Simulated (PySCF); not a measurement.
**Relaxation of quintet RuO(OH)2**

Level of theory: UPBE0 in PySCF with Ru def2-TZVP with ECP28, O def2-TZVP, H def2-TZVP; scalar-relativistic core potentials, no spin–orbit coupling; density-fitted integrals. A (50,194) grid was used.

A hand-made trigonal pyramidal (heavy-atom frame) start, with no symmetry imposed:

Coordinates in bohr (charge 0 multiplicity 5):
```
Ru    0.0575   -0.0092   -0.5404
O     2.9106   -0.0092    0.9767
O    -1.5109    2.7075    1.1275
O    -1.5109   -2.7259    1.1275
H    -0.8221    4.2939    1.6749
H    -3.2293   -2.9226    1.6749
```

(1) What forces act on the atoms at the start (eV/Å)?

(2) What does it relax to?

(3) How much energy is released, and in how many steps?

Answers

(1) 
```csv
atom,Fx,Fy,Fz
Ru1,1.05,0.58,1.12
O2,-0.24,0.02,-0.82
O3,-0.70,1.05,-0.49
O4,-0.37,-1.80,0.19
H5,0.31,-0.09,0.14
H6,-0.05,0.23,-0.13
```

(2) It ends at Cs with O–H 0.962 Å (×2), Ru–O 1.706 Å, Ru–O 1.891 Å, Ru–O 1.919 Å; H–O–Ru 118.2°, H–O–Ru 119.6°, O–Ru–O 99.4°, O–Ru–O 100.6°, O–Ru–O 160.0° (after a last refinement on a finer grid). A frequency run shows a minimum. Other isomers or separated fragments may lie lower.

(3) 115.3 kJ/mol in 23 steps.

Other spin states or occupations of the open shell can lie lower. At this level a triplet minimum of C2 symmetry lies 97 kJ/mol below this structure.
